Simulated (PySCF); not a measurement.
**Spin-rotation constants: `InChI=1S/C4H10BNO/c6-5(7)3-4-1-2-4/h4,7H,1-3,6H2`**

Geometry:
| atom | x (Å) | y (Å) | z (Å) |
| --- | --- | --- | --- |
| N1 | 2.369 | -0.013 | -0.751 |
| B2 | 1.558 | 0.301 | 0.351 |
| O3 | 1.825 | 1.365 | 1.149 |
| C4 | 0.277 | -0.600 | 0.683 |
| C5 | -0.812 | -0.450 | -0.362 |
| C6 | -1.754 | 0.712 | -0.289 |
| C7 | -2.248 | -0.674 | 0.006 |
| H8 | 3.177 | 0.516 | -1.033 |
| H9 | 2.185 | -0.792 | -1.358 |
| H10 | 2.591 | 1.885 | 0.904 |
| H11 | -0.133 | -0.323 | 1.654 |
| H12 | 0.557 | -1.655 | 0.740 |
| H13 | -0.511 | -0.767 | -1.354 |
| H14 | -2.071 | 1.186 | -1.206 |
| H15 | -1.640 | 1.396 | 0.537 |
| H16 | -2.901 | -1.150 | -0.711 |
| H17 | -2.477 | -0.924 | 1.031 |

Method: PySCF 2.14.0, GIAO B97-2/pcSseg-1 magnetisability, rotational g tensor and spin-rotation constants, non-relativistic, gas phase. Geometry: GFN2-xTB.

Question: Give the nuclear spin-rotation constants along the inertial axes (H = +C I·J) beside the isotropic shieldings.

Answer: Rotational constants 5.1944, 1.4448, 1.3278 GHz. A star marks the isotopologue with that one atom substituted, in its own axes.
| atom | isotope | Caa (kHz) | Cbb (kHz) | Ccc (kHz) | mean (kHz) | σ (ppm) |
| --- | --- | --- | --- | --- | --- | --- |
| N1 | 14N | 0.326 | 0.083 | 0.066 | 0.159 | 197.4 |
| B2 | 11B | 1.363 | 0.433 | 0.270 | 0.689 | 72.7 |
| H8 | 1H | -0.035 | -0.158 | -0.123 | -0.105 | 29.7 |
| H9 | 1H | -0.488 | 0.025 | -0.165 | -0.209 | 29.3 |
| H10 | 1H | -0.001 | -0.167 | -0.120 | -0.096 | 28.8 |
| H11 | 1H | -0.552 | -0.028 | -0.123 | -0.234 | 32.1 |
| H12 | 1H | -0.570 | -0.058 | -0.053 | -0.227 | 30.5 |
| H13 | 1H | -0.530 | -0.020 | -0.121 | -0.224 | 31.3 |
| H14 | 1H | -0.536 | -0.156 | 0.001 | -0.230 | 31.5 |
| H15 | 1H | -0.529 | 0.001 | -0.151 | -0.226 | 31.7 |
| H16 | 1H | -0.193 | -0.094 | -0.142 | -0.143 | 31.4 |
| H17 | 1H | -0.527 | -0.128 | -0.037 | -0.231 | 31.9 |
| O3 | 17O* | -0.797 | -0.204 | -0.150 | -0.384 | 230.2 |
| C4 | 13C* | 0.768 | 0.224 | 0.207 | 0.400 | 162.4 |
| C5 | 13C* | 0.841 | 0.188 | 0.148 | 0.392 | 174.0 |
| C6 | 13C* | 0.606 | 0.180 | 0.178 | 0.321 | 179.7 |

For the geometry as given, no vibrational averaging.

Question: How do the rotational constants and the g tensor change when H8, H9, H10, H11, H12, H13, H14, H15, H16, H17 are replaced by deuterium?

Answer: Constants 4.1076, 1.2420, 1.1476 GHz; g 0.0013, 0.0034, 0.0059, against 0.0023, 0.0038, 0.0067 before.
